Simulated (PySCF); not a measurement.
# A small calculation by hand: chemical shift, span and skew from a shielding tensor

C3F8, SMILES C(F)(F)(F)C(F)(C(F)(F)F)F. Atoms are numbered in the order given.

```xyz
11

F      1.3863     1.1007     1.0002
C      1.3169     0.0000     0.2353
F      1.3709    -1.0849     1.0241
F      2.3646    -0.0164    -0.6013
C      0.0000     0.0000    -0.5975
F     -0.0003    -1.1048    -1.3808
F      0.0003     1.1048    -1.3808
C     -1.3169     0.0000     0.2353
F     -1.3709     1.0849     1.0241
F     -2.3646     0.0164    -0.6013
F     -1.3863    -1.1007     1.0002
```
Charge 0, spin multiplicity 1.

Geometry: PBE-D3(BJ)/def2-SVP.

GIAO shieldings from PBE0/pcSseg-1 (PySCF), non-relativistic, no solvent. The symmetric part of the tensor of F6 has the principal values 219.8, 347.0, 376.4 ppm. The same nucleus in CFCl3 has σ = 167.2 ppm at this level (PySCF, at its B3LYP-D3(BJ)/def2-TZVP geometry).

**Question.** Work out the isotropic shielding, the ¹⁹F shift against CFCl3, the span and the skew.

**Answer.** 
σ(iso) = (σ11 + σ22 + σ33)/3 = 314.4 ppm. δ = σ(ref) − σ(iso) = 167.2 − (314.4) = -147.2 ppm.
Span Ω = σ33 − σ11 = 156.6 ppm. Skew κ = 3(σ(iso) − σ22)/Ω = -0.62. Tumbling in solution averages the tensor to δ; in a static solid the shielding alone would spread this spin-1/2 line over Ω.
